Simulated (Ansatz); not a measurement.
A short molecular-dynamics run on BBrH₄O₂Si (`OB(Br)O[SiH3]`).

```yaml
crystal:
  periodic: [false, false, false]
  atoms:
    - {symbol: O, position_ang: [2.041805, 1.159658, -0.628060]}
    - {symbol: B, position_ang: [1.005544, 0.591501, 0.017948]}
    - {symbol: Br, position_ang: [0.915930, 0.695143, 1.974118]}
    - {symbol: O, position_ang: [0.043621, -0.039105, -0.666326]}
    - {symbol: Si, position_ang: [-1.347975, -0.836429, -0.243326]}
    - {symbol: H, position_ang: [2.672467, 1.584133, -0.042478]}
    - {symbol: H, position_ang: [-2.269036, 0.091831, 0.454597]}
    - {symbol: H, position_ang: [-1.950339, -1.302677, -1.512057]}
    - {symbol: H, position_ang: [-1.023519, -1.990455, 0.628484]}
basis:
  gaussian: {orbitals: "6-31G*"}
hamiltonian: {xc: {name: r2SCAN}, dispersion: rvv10}
md: {timestep: 0.5 fs, n_steps: 20, ensemble: nve, temperature: 1500, initial_velocities: maxwell_boltzmann, seed: 446}
```

```sh
$ ansatz run in.yaml --threads 2 --pin off --events-out ev --progress --plain --max-ram 32768MiB --backend cpu
```

```
step  time (fs)  potential energy (eV)  kinetic (eV)  T (K)  conserved (eV)
   0        0.0            -82748.3849        1.3572   1500     -82747.0277
   1        0.5            -82748.3770        1.3490   1491     -82747.0280
   2        1.0            -82748.3400        1.3121   1450     -82747.0279
   3        1.5            -82748.2777        1.2503   1382     -82747.0273
   4        2.0            -82748.1995        1.1729   1296     -82747.0266
   5        2.5            -82748.1167        1.0907   1205     -82747.0260
   6        3.0            -82748.0395        1.0139   1121     -82747.0256
   7        3.5            -82747.9750        0.9496   1049     -82747.0254
   8        4.0            -82747.9264        0.9009    996     -82747.0254
   9        4.5            -82747.8926        0.8669    958     -82747.0257
  10        5.0            -82747.8688        0.8426    931     -82747.0262
  11        5.5            -82747.8474        0.8208    907     -82747.0266
  12        6.0            -82747.8207        0.7938    877     -82747.0269
  13        6.5            -82747.7838        0.7570    837     -82747.0267
  14        7.0            -82747.7381        0.7120    787     -82747.0262
  15        7.5            -82747.6913        0.6658    736     -82747.0255
  16        8.0            -82747.6523        0.6271    693     -82747.0252
  17        8.5            -82747.6247        0.5991    662     -82747.0256
  18        9.0            -82747.6033        0.5771    638     -82747.0263
  19        9.5            -82747.5791        0.5523    610     -82747.0267
  20       10.0            -82747.5456        0.5189    573     -82747.0267
```

Velocities are drawn at the set temperature; a run this short doesn't reach equilibrium.

Frames (Å, forces in eV/Å):

```xyz
9
time=0.0 fs
O     2.042    1.160   -0.628   -0.063   -0.071   -0.407
B     1.006    0.592    0.018    0.066    0.044    0.054
Br    0.916    0.695    1.974   -0.006    0.017    0.258
O     0.044   -0.039   -0.666    0.179    0.082   -0.309
Si   -1.348   -0.836   -0.243   -0.255   -0.144    0.100
H     2.672    1.584   -0.042    0.216    0.151    0.268
H    -2.269    0.092    0.455   -0.070    0.012    0.025
H    -1.950   -1.303   -1.512   -0.042   -0.027   -0.021
H    -1.024   -1.990    0.628   -0.024   -0.064    0.032
9
time=0.5 fs
O     2.043    1.162   -0.633    0.179    0.066    0.223
B     0.999    0.595    0.022    0.558    0.230   -0.090
Br    0.916    0.695    1.974   -0.011    0.031    0.309
O     0.047   -0.042   -0.662   -0.024    0.093   -0.422
Si   -1.349   -0.834   -0.245   -0.200   -0.504    0.232
H     2.710    1.550   -0.037   -0.344   -0.135   -0.181
H    -2.285    0.082    0.453   -0.024    0.011   -0.008
H    -1.947   -1.328   -1.511    0.003    0.048    0.054
H    -0.997   -1.993    0.637   -0.137    0.160   -0.117
9
time=1.0 fs
O     2.044    1.165   -0.638    0.468    0.151    0.830
B     0.992    0.599    0.026    1.021    0.399   -0.224
Br    0.916    0.694    1.974   -0.016    0.045    0.362
O     0.050   -0.044   -0.658   -0.223    0.102   -0.532
Si   -1.350   -0.832   -0.246   -0.148   -0.843    0.350
H     2.746    1.515   -0.031   -0.925   -0.350   -0.622
H    -2.302    0.073    0.451    0.025    0.007   -0.042
H    -1.943   -1.353   -1.510    0.048    0.127    0.130
H    -0.972   -1.996    0.645   -0.250    0.362   -0.252
9
time=1.5 fs
O     2.045    1.168   -0.642    0.730    0.159    1.361
B     0.986    0.602    0.030    1.449    0.547   -0.353
Br    0.915    0.694    1.974   -0.021    0.059    0.414
O     0.053   -0.047   -0.654   -0.411    0.111   -0.639
Si   -1.351   -0.829   -0.247   -0.101   -1.152    0.452
H     2.781    1.480   -0.028   -1.453   -0.469   -0.996
H    -2.318    0.063    0.449    0.076    0.003   -0.076
H    -1.940   -1.378   -1.509    0.090    0.207    0.203
H    -0.947   -1.998    0.653   -0.360    0.535   -0.367
9
time=2.0 fs
O     2.046    1.171   -0.647    0.921    0.092    1.788
B     0.980    0.606    0.034    1.835    0.671   -0.478
Br    0.915    0.693    1.974   -0.026    0.074    0.465
O     0.056   -0.050   -0.650   -0.584    0.124   -0.738
Si   -1.352   -0.827   -0.248   -0.057   -1.429    0.539
H     2.811    1.443   -0.026   -1.882   -0.494   -1.277
H    -2.334    0.054    0.447    0.128   -0.001   -0.109
H    -1.936   -1.403   -1.508    0.129    0.286    0.269
H    -0.922   -1.998    0.659   -0.464    0.677   -0.460
9
time=2.5 fs
O     2.047    1.174   -0.651    1.020   -0.035    2.105
B     0.974    0.610    0.038    2.175    0.770   -0.603
Br    0.915    0.693    1.973   -0.031    0.090    0.516
O     0.059   -0.052   -0.646   -0.738    0.144   -0.827
Si   -1.353   -0.825   -0.249   -0.016   -1.671    0.612
H     2.838    1.406   -0.028   -2.190   -0.443   -1.456
H    -2.350    0.045    0.445    0.179   -0.002   -0.140
H    -1.931   -1.427   -1.505    0.162    0.362    0.324
H    -0.899   -1.997    0.665   -0.561    0.786   -0.531
9
time=3.0 fs
O     2.048    1.177   -0.655    1.020   -0.201    2.315
B     0.969    0.614    0.042    2.463    0.842   -0.731
Br    0.915    0.692    1.973   -0.034    0.106    0.564
O     0.061   -0.055   -0.642   -0.869    0.174   -0.903
Si   -1.354   -0.823   -0.251    0.024   -1.878    0.672
H     2.859    1.367   -0.033   -2.369   -0.336   -1.538
H    -2.365    0.035    0.442    0.227   -0.002   -0.167
H    -1.927   -1.450   -1.502    0.187    0.432    0.367
H    -0.877   -1.994    0.669   -0.648    0.863   -0.577
9
time=3.5 fs
O     2.050    1.180   -0.659    0.916   -0.391    2.422
B     0.964    0.618    0.046    2.699    0.887   -0.864
Br    0.915    0.692    1.973   -0.036    0.123    0.610
O     0.064   -0.058   -0.638   -0.975    0.216   -0.966
Si   -1.355   -0.821   -0.252    0.062   -2.048    0.721
H     2.874    1.327   -0.041   -2.417   -0.192   -1.525
H    -2.380    0.026    0.439    0.270    0.003   -0.191
H    -1.922   -1.471   -1.498    0.205    0.495    0.394
H    -0.857   -1.989    0.672   -0.724    0.908   -0.601
9
time=4.0 fs
O     2.052    1.182   -0.662    0.702   -0.586    2.431
B     0.960    0.623    0.049    2.882    0.904   -1.002
Br    0.914    0.692    1.973   -0.037    0.140    0.653
O     0.067   -0.060   -0.635   -1.053    0.272   -1.013
Si   -1.356   -0.819   -0.253    0.100   -2.182    0.761
H     2.884    1.287   -0.054   -2.327   -0.030   -1.421
H    -2.394    0.016    0.435    0.308    0.011   -0.211
H    -1.916   -1.492   -1.493    0.215    0.549    0.405
H    -0.838   -1.982    0.674   -0.788    0.922   -0.602
9
time=4.5 fs
O     2.053    1.185   -0.665    0.369   -0.770    2.339
B     0.957    0.628    0.052    3.010    0.893   -1.144
Br    0.914    0.691    1.973   -0.036    0.158    0.692
O     0.069   -0.063   -0.632   -1.105    0.344   -1.045
Si   -1.357   -0.818   -0.254    0.139   -2.281    0.792
H     2.888    1.247   -0.070   -2.092    0.132   -1.227
H    -2.407    0.007    0.431    0.339    0.024   -0.225
H    -1.910   -1.512   -1.488    0.216    0.592    0.399
H    -0.822   -1.973    0.674   -0.840    0.908   -0.581
9
time=5.0 fs
O     2.055    1.188   -0.667   -0.090   -0.926    2.148
B     0.954    0.633    0.055    3.086    0.857   -1.291
Br    0.914    0.691    1.973   -0.033    0.175    0.728
O     0.071   -0.065   -0.628   -1.129    0.431   -1.061
Si   -1.358   -0.817   -0.254    0.178   -2.342    0.814
H     2.887    1.207   -0.088   -1.704    0.276   -0.941
H    -2.420   -0.003    0.427    0.362    0.042   -0.234
H    -1.904   -1.530   -1.481    0.208    0.624    0.375
H    -0.807   -1.961    0.672   -0.877    0.864   -0.538
9
time=5.5 fs
O     2.057    1.190   -0.669   -0.677   -1.033    1.862
B     0.952    0.638    0.058    3.112    0.796   -1.437
Br    0.914    0.690    1.973   -0.029    0.193    0.760
O     0.073   -0.068   -0.625   -1.127    0.532   -1.064
Si   -1.359   -0.816   -0.255    0.216   -2.367    0.827
H     2.882    1.168   -0.109   -1.162    0.379   -0.572
H    -2.432   -0.012    0.421    0.377    0.064   -0.238
H    -1.897   -1.546   -1.473    0.193    0.643    0.335
H    -0.794   -1.947    0.670   -0.901    0.793   -0.472
9
time=6.0 fs
O     2.059    1.192   -0.671   -1.370   -1.071    1.501
B     0.951    0.643    0.060    3.090    0.712   -1.581
Br    0.914    0.690    1.973   -0.024    0.210    0.787
O     0.075   -0.070   -0.623   -1.102    0.648   -1.053
Si   -1.360   -0.815   -0.256    0.253   -2.353    0.829
H     2.874    1.130   -0.132   -0.491    0.422   -0.141
H    -2.442   -0.021    0.416    0.383    0.091   -0.237
H    -1.889   -1.561   -1.464    0.169    0.648    0.278
H    -0.784   -1.932    0.666   -0.908    0.693   -0.384
9
time=6.5 fs
O     2.060    1.195   -0.673   -2.106   -1.028    1.109
B     0.950    0.648    0.062    3.024    0.608   -1.717
Br    0.913    0.689    1.973   -0.018    0.227    0.809
O     0.076   -0.072   -0.620   -1.056    0.774   -1.032
Si   -1.361   -0.814   -0.257    0.287   -2.299    0.820
H     2.865    1.093   -0.154    0.248    0.391    0.308
H    -2.452   -0.030    0.409    0.380    0.122   -0.230
H    -1.881   -1.574   -1.455    0.139    0.640    0.205
H    -0.776   -1.915    0.661   -0.898    0.565   -0.272
9
time=7.0 fs
O     2.062    1.197   -0.674   -2.778   -0.912    0.753
B     0.950    0.654    0.064    2.920    0.486   -1.839
Br    0.913    0.689    1.973   -0.012    0.243    0.827
O     0.078   -0.074   -0.617   -0.993    0.908   -1.003
Si   -1.362   -0.814   -0.257    0.317   -2.206    0.797
H     2.856    1.056   -0.176    0.944    0.296    0.704
H    -2.461   -0.038    0.403    0.369    0.157   -0.219
H    -1.873   -1.586   -1.446    0.102    0.618    0.117
H    -0.770   -1.896    0.656   -0.869    0.411   -0.137
9
time=7.5 fs
O     2.062    1.198   -0.676   -3.245   -0.758    0.513
B     0.951    0.660    0.065    2.783    0.348   -1.945
Br    0.913    0.689    1.973   -0.005    0.259    0.840
O     0.079   -0.076   -0.615   -0.917    1.046   -0.967
Si   -1.362   -0.814   -0.258    0.341   -2.074    0.760
H     2.850    1.021   -0.197    1.456    0.170    0.965
H    -2.469   -0.047    0.395    0.349    0.194   -0.204
H    -1.864   -1.597   -1.436    0.060    0.583    0.018
H    -0.766   -1.876    0.650   -0.822    0.232    0.020
9
time=8.0 fs
O     2.063    1.200   -0.677   -3.387   -0.625    0.446
B     0.952    0.665    0.066    2.618    0.197   -2.028
Br    0.913    0.688    1.974    0.001    0.274    0.849
O     0.081   -0.078   -0.613   -0.832    1.184   -0.928
Si   -1.363   -0.813   -0.258    0.358   -1.905    0.708
H     2.848    0.985   -0.215    1.663    0.075    1.033
H    -2.477   -0.054    0.387    0.322    0.234   -0.186
H    -1.856   -1.606   -1.426    0.015    0.536   -0.092
H    -0.764   -1.856    0.644   -0.757    0.030    0.199
9
time=8.5 fs
O     2.062    1.202   -0.678   -3.161   -0.570    0.559
B     0.954    0.671    0.066    2.430    0.034   -2.087
Br    0.913    0.688    1.974    0.007    0.288    0.853
O     0.082   -0.080   -0.610   -0.742    1.319   -0.887
Si   -1.364   -0.814   -0.258    0.368   -1.705    0.642
H     2.849    0.950   -0.230    1.518    0.066    0.900
H    -2.483   -0.062    0.379    0.289    0.276   -0.166
H    -1.847   -1.613   -1.416   -0.033    0.479   -0.208
H    -0.763   -1.836    0.639   -0.676   -0.188    0.394
9
time=9.0 fs
O     2.062    1.203   -0.679   -2.625   -0.618    0.800
B     0.957    0.677    0.066    2.223   -0.138   -2.119
Br    0.913    0.688    1.974    0.013    0.302    0.852
O     0.083   -0.081   -0.608   -0.651    1.448   -0.845
Si   -1.365   -0.814   -0.259    0.373   -1.481    0.563
H     2.854    0.916   -0.244    1.078    0.170    0.620
H    -2.489   -0.068    0.370    0.251    0.318   -0.144
H    -1.838   -1.620   -1.407   -0.081    0.414   -0.325
H    -0.765   -1.816    0.635   -0.582   -0.414    0.599
9
time=9.5 fs
O     2.061    1.205   -0.680   -1.904   -0.757    1.089
B     0.959    0.683    0.066    2.001   -0.317   -2.122
Br    0.912    0.687    1.974    0.019    0.316    0.845
O     0.083   -0.082   -0.607   -0.562    1.566   -0.804
Si   -1.366   -0.814   -0.259    0.375   -1.247    0.476
H     2.861    0.881   -0.255    0.469    0.374    0.274
H    -2.494   -0.074    0.361    0.210    0.359   -0.122
H    -1.830   -1.625   -1.398   -0.126    0.344   -0.440
H    -0.768   -1.798    0.632   -0.481   -0.638    0.805
9
time=10.0 fs
O     2.059    1.206   -0.681   -1.135   -0.945    1.350
B     0.963    0.689    0.064    1.765   -0.501   -2.097
Br    0.912    0.687    1.974    0.025    0.329    0.832
O     0.084   -0.083   -0.605   -0.478    1.671   -0.764
Si   -1.366   -0.815   -0.259    0.379   -1.017    0.389
H     2.870    0.848   -0.267   -0.175    0.636   -0.062
H    -2.499   -0.079    0.352    0.168    0.398   -0.101
H    -1.822   -1.630   -1.391   -0.167    0.274   -0.547
H    -0.771   -1.780    0.631   -0.382   -0.845    0.999
```

Hardware: 2 threads of an AMD EPYC 7R13 on a shared host. Wall time 98 s, peak host memory 0.19 GiB.
